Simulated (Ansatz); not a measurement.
C2H3F2Si (`[CH]=C[SiH](F)F`) radical. Total charge 0; spin multiplicity 2. All single points use the PBE0-D4/def2-TZVP geometry. It is one conformer, not always the lowest.

```xyz
8

C    -1.638    0.063    0.715
C    -0.905   -0.131   -0.347
Si    0.929    0.012   -0.192
F     1.481    1.124   -1.183
F     1.627   -1.348   -0.623
H    -1.474    0.306    1.757
H    -1.363   -0.373   -1.308
H     1.343    0.347    1.182
```

(1) What is the dipole moment at r2SCAN/def2-TZVPP? (Best estimate.)

(2) And with PBE, B3LYP, ωB97M-V? (An estimate is asked.)

(3) Give the Mulliken charges with r2SCAN, PBE, B3LYP in def2-TZVPP. (Estimate.)

Answers

(1) The calculation gave: 1.60 D, with components (-1.08, 0.20, 1.16) D in this frame, pointing from negative to positive charge.

(2) Computed: PBE 1.46 D, B3LYP 1.64 D, ωB97M-V 1.63 D.

(3) Computed: 
```json
{"atom": "C1", "r2SCAN": "-0.12", "PBE": "-0.13", "B3LYP": "-0.14"}
{"atom": "C2", "r2SCAN": "-0.22", "PBE": "-0.18", "B3LYP": "-0.23"}
{"atom": "Si3", "r2SCAN": "0.84", "PBE": "0.71", "B3LYP": "0.82"}
{"atom": "F4", "r2SCAN": "-0.31", "PBE": "-0.27", "B3LYP": "-0.31"}
{"atom": "F5", "r2SCAN": "-0.31", "PBE": "-0.27", "B3LYP": "-0.31"}
{"atom": "H6", "r2SCAN": "0.13", "PBE": "0.13", "B3LYP": "0.14"}
{"atom": "H7", "r2SCAN": "0.10", "PBE": "0.10", "B3LYP": "0.12"}
{"atom": "H8", "r2SCAN": "-0.10", "PBE": "-0.10", "B3LYP": "-0.10"}
```

B3LYP here is the variant with VWN-RPA as its local correlation; programs differ in this.
